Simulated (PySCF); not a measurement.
**Electronic absorption of C7H4F4**

Compound: C7H4F4.
Numbering: `[F:1][c:2]1[cH:3][cH:4][cH:5][c:6]([C:7]([F:8])([F:9])[F:10])[cH:11]1` (hydrogens: H12 on C3; H13 on C4; H14 on C5; H15 on C11)

Level of theory: TDDFT wB97X-D/def2-SVPD, vertical, gas phase, core orbitals frozen in the response (PySCF 2.14.0, density-fitted response routines). Geometry: PBE0-D3(BJ)/def2-SVP; no solvent, vibrations or thermal averaging. Torsions of this conformer, `[F:1][c:2]1[cH:3][cH:4][cH:5][c:6]([C:7]([F:8])([F:9])[F:10])[cH:11]1`: C5–C6–C7–F8 -73°.

Q: List the vertical singlet excitations with oscillator strengths and describe the spectrum.

A: 

```tsv
state	λ (nm)	E (eV)	f	main configurations (H = HOMO, L = LUMO)
S1	231.5	5.35	0.023	H→L (68%), H-1→L+1 (25%)
S2	201.2	6.16	0.0097	H→L+1 (47%), H-1→L (45%)
S3	174.9	7.09	0.642	H-1→L (49%), H→L+1 (47%)
S4	173.1	7.16	0.541	H-1→L+1 (72%), H→L (24%)
S5	159.8	7.76	0.0002	H→L+2 (81%)
S6	158.3	7.83	0.0053	H-2→L (95%)
```

The lowest singlet comes at 232 nm (517 kJ/mol) in the ultraviolet; it is weak; its leading configuration is HOMO→LUMO (68%). The strongest level in the table is S3 at 7.09 eV (175 nm, f = 0.642). Löwdin shares by element: HOMO carbon 55% or more, fluorine 11% or more (atoms not listed hold the other 34%); LUMO carbon 68% or more (atoms not listed hold the other 32%). The listed states span 2.48 eV, and the widest gap between neighbours is 0.93 eV (S2 to S3). Weighted by f, the mean energy of these states is 7.09 eV. Of the 6 states listed, 3 reach f = 0.01 and 1 stays under 0.0005. No computed singlet lies in the visible range (380 to 750 nm); the lowest, at 232 nm, stands 2.09 eV above its violet end (3.26 eV). The window holds the lowest 6 singlets.
